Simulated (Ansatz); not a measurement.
A nudged elastic band was laid between two geometries of ClGeH₃N (6 atoms, charge 0, multiplicity 2).

These are results of UKS PBE0/def2-SVP in Ansatz 0.2.0, not measurements.

| Quantity | Value |
| --- | --- |
| movable images | 4 |
| climbing image | no |
| spring | 5.0 eV/Å² |
| optimiser | quadratic models (default) |
| start path | through a guess of the saddle point |
| force threshold | 0.05 eV/Å |
| iteration limit | 60 |
| end points | relaxed |

Image 0:

```xyz
6
Properties=species:S:1:pos:R:3
N -0.450 0.315 -0.782
Ge 0.072 -0.155 0.913
Cl 1.255 -1.967 0.626
H -0.977 1.182 -0.866
H -0.896 -0.414 -1.334
H 1.039 0.973 1.395
```

Image 5:

```xyz
6
Properties=species:S:1:pos:R:3
N -0.225 0.393 -1.424
Ge 0.005 0.207 0.400
Cl 0.496 -1.832 0.972
H -1.317 0.574 1.085
H -0.093 -0.508 -1.906
H 1.176 1.102 0.826
```

Task: Which bonds break or form, and what moves?

Result: Bonds broken: N1–H4. Bonds formed: Ge2–H4.

Task: What energy profile does the band end with?

Result: The run converged. The highest image is number 3 of 0 to 5, 210.0 kJ/mol above the first end and 88.6 kJ/mol above the last; the last end lies 121.4 kJ/mol above the first. No image climbed, so the highest image needn't sit at the top of the path.

```tsv
image	path coordinate (Å)	energy (kJ/mol)	N1–H4 (Å)	Ge2–H4 (Å)
0	0.00	0.0	1.02	2.46
1	0.73	6.9	1.02	2.37
2	1.46	106.8	1.10	1.87
3	2.19	210.0	1.94	1.58
4	2.92	131.3	2.59	1.54
5	3.65	121.4	2.74	1.53
```

Task: What is the geometry of the highest image?

Result: 
```xyz
6
Properties=species:S:1:pos:R:3
N -0.078 0.432 -1.348
Ge 0.223 0.094 0.421
Cl 0.788 -1.882 1.152
H -1.278 0.535 0.169
H -0.792 -0.259 -1.627
H 1.179 1.016 1.188
```

The band took 8 iterations and of the order of 90 core-seconds.

Time of the run: 49 s on 2 threads of Intel(R) Xeon(R) 6975P-C (Granite Rapids) (shared host), peak memory 0.23 GiB.
